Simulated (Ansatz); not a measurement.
Two isomers of C2H8OSSi: A = `CO[SiH](C)S`, B = `C[SiH](O)CS`.

Computed with Ansatz on PBE0-D4/def2-TZVP structures; ΔE is electronic, products minus reactants. CCSD(T)/CBS is the MP2 limit (def2-TZVPP, def2-QZVPP) plus CCSD(T) − MP2 in def2-TZVPP, frozen cores. Functionals use def2-TZVPP. B3LYP here is the variant with VWN-RPA as its local correlation; programs differ in this. One conformer a species, not always the lowest.

Q: Which isomer does CCSD(T)/CBS put lower? Give the gap. (Estimate.)

A: Ansatz gave: A, by 5.5 kcal/mol.

Q: Give E(B) − E(A) in kcal/mol with r2SCAN-D4, ωB97M-V, B3LYP-D4, PBE0-D4, CCSD/def2-TZVPP, B3LYP, CCSD(T)/def2-TZVPP. (Best estimate.)

A: Ansatz gave: r2SCAN-D4 6.7, ωB97M-V 6.0, B3LYP-D4 7.2, PBE0-D4 6.2, CCSD/def2-TZVPP 6.5, B3LYP 7.8, CCSD(T)/def2-TZVPP 6.0. None reverses the order clearly.

Largest T1 diagnostic: 0.011.

In def2-TZVPP, CCSD(T) changes the Hartree–Fock value by −3.9 kcal/mol (the triples alone add −0.4 kcal/mol) and MP2 by −4.5 kcal/mol.
